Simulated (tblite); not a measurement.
B₂F₂GeH₄.
Z-matrix (Å and degrees, GFN2-xTB geometry), rows numbered from 1:
```
B 
Ge  1  1.9966
B   2  2.0237  1  109.60
F   3  1.3165  2  123.15  1    87.06
F   3  1.3164  2  123.51  1   -87.60
H   1  1.1667  2  120.81  3   -85.50
H   1  1.1668  2  120.78  3    90.31
H   2  1.4988  1  114.51  3   121.07
H   2  1.4985  1  114.20  3  -121.41
```

Method: GFN2-xTB as coded in tblite; computed harmonic values from a numerical Hessian at the method's own geometry, unscaled. The method is semi-empirical: single wavenumbers can be off by several per cent or more. Modes of hydrogen on boron and germanium can be 10 to 20 % off. One conformer, not necessarily the lowest.

Harmonic wavenumbers (cm⁻¹): 25.3, 78.8, 136.9, 176.9, 283.4, 370.7, 380.2, 541.4, 556.1, 583.2, 642.9, 738.6, 740.7, 902.8, 1155.4, 1182.0, 1244.9, 2011.4, 2052.8, 2656.5, 2698.3.

A = 5462, B = 1757, C = 1705 MHz; mass 137.968 u (most abundant isotopes); point group Cs, symmetry number 1.

**Question.** Zero-point energy?

**Answer.** ½Σν̃ = 9580 cm⁻¹ = 27.39 kcal/mol.

**Question.** What is S at 500 K and 1 bar for an ideal gas of classical rigid rotors and harmonic oscillators?

**Answer.** Translation 43.27, rotation 28.92, vibration 33.58: S = 105.8 cal/(mol K).

**Question.** And Cp and H(500 K) − H(0)?

**Answer.** Cp = 34.49 cal/(mol K), of which vibrations give 26.54 (their classical limit is 21 R = 41.7); H(500 K) − H(0) = 11.84 kcal/mol without the zero-point energy, 7.86 from vibrations.

**Question.** Which modes carry the vibrational entropy at 500 K?

**Answer.** 25.3 cm⁻¹: 7.19; 78.8 cm⁻¹: 4.94; 136.9 cm⁻¹: 3.85; 176.9 cm⁻¹: 3.35; 283.4 cm⁻¹: 2.45; 370.7 cm⁻¹: 1.95 cal/(mol K); the other 15 give 9.84 together.

**Question.** What must be added to the electronic energy to get the Gibbs energy at 500 K and 1 bar?

**Answer.** ZPE + [H(500 K) − H(0)] − T·S = 27.39 + 11.84 − 52.88 = -13.65 kcal/mol.

Hindered rotation and anharmonicity are outside this model. Other conformers, if any are populated, would add a mixing term that is left out.

On one thread, AMD EPYC 7B13 (x86_64), no GPU, shared host, this took 0.17 s. This covers the Hessian and the dipole derivatives.
